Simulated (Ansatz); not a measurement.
Relaxation of BClH$_{2}$O$_{2}$Si (7 atoms, charge 0, multiplicity 1), to a largest force component of 0.015 eV/Å in at most 40 steps.

Method: RKS B3LYP-D4/6-31G* (Ansatz).

```xyz
7
Properties=species:S:1:pos:R:3:forces:R:3
O -0.176 0.799 1.641 -1.26 2.36 -1.57
Si -0.534 0.045 0.140 -1.80 -0.49 3.17
O -1.565 1.037 -0.690 -5.01 -0.25 -0.91
B -2.562 -0.010 -0.201 4.71 -0.70 -1.14
Cl -3.829 -1.224 -0.696 0.52 2.09 0.14
H -0.740 1.703 1.569 1.83 -2.72 0.46
H 0.543 -0.272 -0.761 1.00 -0.29 -0.16
```

Q: Where does it end, and by what steps?

A: It converged. After 15 steps the energy has fallen by 2.188 eV; H6 moved furthest, 0.52 Å.

```
step  energy less start (eV)  largest force component (eV/Å)  accepted
   0                  0.0000                           5.008       yes
   1                 -1.3665                           2.978       yes
   2                 -1.8838                           1.329       yes
   3                 -2.0457                           0.513       yes
   4                 -2.0421                           0.667        no
   5                 -2.0844                           0.919       yes
   6                 -2.1253                           0.430       yes
   7                 -2.1557                           0.355       yes
   8                 -2.0319                           1.388        no
   9                 -2.1782                           0.480       yes
  10                 -2.1708                           0.609        no
  11                 -2.1867                           0.082       yes
  12                 -2.1877                           0.040       yes
  13                 -2.1879                           0.017       yes
  14                 -2.1880                           0.026       yes
  15                 -2.1880                           0.006       yes
```

```xyz
7
Properties=species:S:1:pos:R:3
O -0.084 1.144 1.345
Si -0.581 0.142 0.132
O -1.778 0.795 -0.999
B -2.361 -0.252 -0.379
Cl -3.970 -0.911 -0.531
H -0.748 1.407 1.997
H 0.659 -0.247 -0.564
```

Time of the run: 72 s on 1 thread of Arm Neoverse V1 (shared host), peak memory 0.17 GiB.
